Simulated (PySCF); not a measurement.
A GIAO shielding run with PySCF 2.14.0 with density-fitted response routines (density fitting, non-relativistic, gas phase) on SMILES O=COC/N=C\C, C$_{4}$H$_{7}$NO$_{2}$:

```
$ OMP_NUM_THREADS=1 python probes_run.py task.json out

{"job": {"kind": "nmr", "xc": "PBE0", "basis": "pcSseg-1"}, "charge": 0, "multiplicity": 1}
C     -1.570803     0.833762     0.579887
C     -1.508148    -0.633344     0.302657
N     -0.633272    -1.340091    -0.253750
C      0.599781    -0.986224    -0.817611
O      1.046042     0.391761    -0.709762
C      2.146793     0.626566    -0.020820
O      2.850283    -0.173170     0.519659
H     -0.804860     1.388489     0.048641
H     -2.553802     1.207518     0.297872
H     -1.453002     0.994315     1.652059
H     -2.372200    -1.195797     0.650680
H      1.368528    -1.622097    -0.357998
H      0.549825    -1.207528    -1.890855
H      2.334156     1.715367    -0.022825
```

Hardware: 1 thread of an Arm Neoverse N1, shared host. The job also computes population analyses, field gradients.

(1) How large is the calculation?

(2) How long does it take, and how much memory does it need?

Answers

(1) 54 electrons, 154 basis functions and 792 auxiliary functions.

(2) 29 s of wall time, with 14 SCF cycles and 5 response iterations; peak memory 0.72 GiB. Times on a shared host scatter by some tens of per cent.
